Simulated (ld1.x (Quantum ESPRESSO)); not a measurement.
# Varying the TM potential for gallium

Base potential:

Ga, norm-conserving Troullier–Martins (Kleinman–Bylander form), made with ld1.x (Quantum ESPRESSO) 7.5 (PBE, fully relativistic). Core [Ar] 3d10, reference 4s1 4p2. Waves: 4s (bound): rc 1.40 bohr; 4d channel at -0.15 Ry: rc 2.45 bohr; 4p (bound): rc 2.65 bohr. Local part: the p channel. Core correction: Bessel-smoothed model core inside 1.15 bohr.

Open shells are filled in proportion to 2j + 1 (rel_dist='average').

Cutoffs, loose and tight: the cutoffs (Ry, on a coarse ladder) from which the occupation-weighted sum of valence levels, in a spherical-Bessel basis at the reference potential, stays within 10 and 1 mRy of its value at 400 Ry. They do not see the model core or the augmentation charge, which bear on the density cutoff. Test errors are all-electron minus pseudo excitation energies from the reference, over the configurations 4s2 4p1; 4s2 4p0; 4s1 4p0; 4s1 4p1; 4s2 4p1.3; 4s0 4p3; 4s2 4p0.5. A dash means not determined; rows that change the core or the reference have their own tests.

A true bound ghost makes a file unfit for plane-wave use even where its test errors are small: the radial tests pick states by their node count and pass the ghost by.

| change | outcome | cutoff, loose | cutoff, tight | bound ghosts | largest test error (meV) |
| --- | --- | --- | --- | --- | --- |
| base | generated | 30 Ry | 70 Ry | s, d3/2, d5/2 | -95 |
| wave 4d channel at -0.15 Ry: rc 2.45 bohr becomes 4d channel at -0.16 Ry: rc 2.45 bohr | generated | 30 Ry | 70 Ry | s, d3/2, d5/2 | -95 |
| wave 4d channel at -0.15 Ry: rc 2.45 bohr becomes 4d channel at -0.1 Ry: rc 2.45 bohr | generated | 30 Ry | 70 Ry | s, d3/2, d5/2 | -95 |
| wave 4d channel at -0.15 Ry: rc 2.45 bohr becomes 4d channel at 0.09 Ry: rc 2.45 bohr | generated | 30 Ry | 70 Ry | s, d3/2, d5/2 | -95 |
| wave 4d channel at -0.15 Ry: rc 2.45 bohr becomes 4d channel at 0.34 Ry: rc 2.45 bohr | generated | 30 Ry | 70 Ry | s | -95 |
| wave 4d channel at -0.15 Ry: rc 2.45 bohr becomes 4d channel at 0.96 Ry: rc 2.45 bohr | generated | 30 Ry | 70 Ry | s | -95 |
| wave 4d channel at -0.15 Ry: rc 2.45 bohr becomes 4d channel at 1.7 Ry: rc 2.45 bohr | generated | 30 Ry | 70 Ry | s | -95 |
| wave 4d channel at -0.15 Ry: rc 2.45 bohr becomes 4d channel at 6.48 Ry: rc 2.45 bohr | generated | 30 Ry | 70 Ry | s, d3/2, d5/2 | -95 |

What comes out with this change to the base: wave 4d channel at -0.15 Ry: rc 2.45 bohr becomes 4d channel at 2.85 Ry: rc 2.45 bohr?

outcome: generated; cutoff, loose: 30 Ry; cutoff, tight: 70 Ry; bound ghosts: s, d5/2, d3/2; largest test error (meV): -95.
